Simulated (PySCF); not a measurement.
## Removing the step error of a finite difference

System: C5H9Al (SMILES C=[CH][Al]([CH3])[CH]=C), singlet, at a GFN2-xTB geometry (such geometries of metal compounds can be far from the true shape). Level: PBE0/6-31G, polarisability (PySCF). Sums are taken with unrounded values, so a last digit can differ.

Second differences of the energy in a field along z gave a polarisability along z of 75.470 bohr³ at step 0.02 and 77.035 bohr³ at step 0.05 (atomic units).

Extrapolate to zero step.

The leading error of a symmetric difference goes as h², so A(h) = A0 + c h². Then c = (77.035 - (75.470))/(0.05² - 0.02²) = 745 (atomic units) and A0 = 75.470 - c × 0.02² = 75.172 bohr³. The analytic value from the same program and level is 75.208 bohr³: the smaller step missed it by 0.263, the extrapolation by -0.035.
